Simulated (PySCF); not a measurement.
Below is a simulated gas-phase C 1s photoelectron spectrum of `F[C@]1(C)C(F)=C1C`.

Every computed line was given a Gaussian of 1.0 eV full width at half maximum and an area set by the number of equivalent atoms; the highest printed point is 100. Computed, not measured: PySCF 2.14.0, delta-SCF UKS SCAN, pcX-2 on the ionised atom, pcseg-1 elsewhere, spin-free X2C.

binding energy (eV), intensity and a bar:
```
    289.5          0 
    289.6          0 
    289.7          1 
    289.8          1 
    289.9          2 #
    290.0          4 #
    290.1          6 ##
    290.2         10 ###
    290.3         16 #####
    290.4         24 #######
    290.5         33 ##########
    290.6         45 #############
    290.7         57 #################
    290.8         70 #####################
    290.9         82 #########################
    291.0         91 ###########################
    291.1         98 #############################
    291.2        100 ##############################
    291.3         98 #############################
    291.4         92 ############################
    291.5         83 #########################
    291.6         72 ######################
    291.7         60 ##################
    291.8         48 ##############
    291.9         38 ###########
    292.0         29 #########
    292.1         24 #######
    292.2         22 ######
    292.3         22 #######
    292.4         25 ########
    292.5         31 #########
    292.6         38 ###########
    292.7         46 ##############
    292.8         53 ################
    292.9         60 ##################
    293.0         64 ###################
    293.1         66 ####################
    293.2         66 ####################
    293.3         62 ###################
    293.4         57 #################
    293.5         49 ###############
    293.6         41 ############
    293.7         33 ##########
    293.8         25 #######
    293.9         18 #####
    294.0         12 ####
    294.1          8 ##
    294.2          5 #
    294.3          3 #
    294.4          2 
    294.5          1 
    294.6          0 
    294.7          0 
    294.8          0
```

Count the maxima, the lines and the sites behind this envelope.

The curve has 2 maxima (at 291.2 and 293.1 eV). Under it lie 5 lines from 5 inequivalent carbon sites. At this width some lines have no maximum of their own.

Decompose the envelope and assign each component. Numbering: `[CH3:1][C:2]1=[C:3]([F:4])[C@@:5]1([CH3:6])[F:7]`.

```
position (eV)  relative area  line  atoms                      environment
       290.97              1  C 1s     C6                    methyl carbon
       291.18              1  C 1s     C2  fully substituted alkene carbon
       291.48              1  C 1s     C1                   allylic carbon
       292.92              1  C 1s     C3               vinylic C–F carbon
       293.33              1  C 1s     C5                   sp3 C–F carbon
```

The listed C 1s values span 2.36 eV, from C6 (bonded to C and 3 H) to C5 (bonded to F and 3 C). The widest gap between neighbouring values is 1.44 eV, between 291.48 and 292.92 eV.

Shake-up satellites, vibrational structure and lifetime widths aren't simulated. Geometry: GFN2-xTB; no solvent, vibrations or thermal averaging.
